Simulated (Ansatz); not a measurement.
Gas-phase electronic energies from Ansatz, PBE0-D4/def2-TZVP geometries. CCSD(T)/CBS adds triple-zeta CCSD(T) − MP2 to the extrapolated MP2 energy (def2 sets, frozen cores). This one scheme is used for every species. DFT in def2-TZVPP. B3LYP here is the variant with VWN-RPA as its local correlation; programs differ in this. HSE06 is defined as in plane-wave codes. For Ge outer-core shells are correlated without core-valence functions, which leaves a few kJ/mol of doubt a bond. Scalar relativity is left out up to krypton. Each species was taken in one conformer, which may not be the lowest.

Consider the formal hydrolysis of a Ge–N bond: `[NH2][GeH]1[O][AlH]1` + H₂O → `[OH][GeH]1[O][AlH]1` + NH₃.

(1) Is it downhill or uphill in electronic energy at CCSD(T)/CBS, and by how much? (An estimate is asked.)

(2) What do these levels give: PBE-D4, PBE0-D4, B3LYP-D4, HSE06-D4, CAM-B3LYP-D4, B2PLYP, r2SCAN, r2SCAN0, BHLYP, RPA@PBE/def2-TZVPP, SCS-MP2/def2-TZVPP, HF/CBS(def2)? (An estimate is asked.)

Largest T1 diagnostic among the species: 0.016.

## Answers

(1) Ansatz gave: Downhill: ΔE = -0.21 eV.

(2) Ansatz gave: PBE-D4 -0.26, PBE0-D4 -0.23, B3LYP-D4 -0.27, HSE06-D4 -0.23, CAM-B3LYP-D4 -0.26, B2PLYP -0.28, r2SCAN -0.30, r2SCAN0 -0.26, BHLYP -0.27, RPA@PBE/def2-TZVPP -0.26, SCS-MP2/def2-TZVPP -0.25, HF/CBS(def2) -0.28 eV.

In def2-TZVPP, CCSD(T) changes the Hartree–Fock value by +0.04 eV (the triples alone add −0.00 eV) and MP2 by +0.05 eV. From r2SCAN to r2SCAN0 (25 % exact exchange), in def2-TZVPP and without D4, ΔE moves by +0.04 eV.
